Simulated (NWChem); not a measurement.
# CH2BrF; SMILES FCBr

Program: NWChem. This build's default masses of Se (78.918 u) and Br (79.917 u) are each other's, which moves their modes by up to 0.6 %. The level has its own optimisation; frequencies are unscaled.

Predict the results for Hartree-Fock/STO-3G. Quantities: r C–F (Å); r Br–C (Å); r C–H (Å); highest harmonic frequency (cm⁻¹); lowest (cm⁻¹); zero-point energy (kcal/mol); dipole (D).


```
Quantity                           Value
---------------------------------  -----
r C–F (Å)                          1.376
r Br–C (Å)                         1.926
r C–H (Å)                          1.100
highest harmonic frequency (cm⁻¹)   3661
lowest (cm⁻¹)                        361
zero-point energy (kcal/mol)        22.3
dipole (D)                          1.56
```
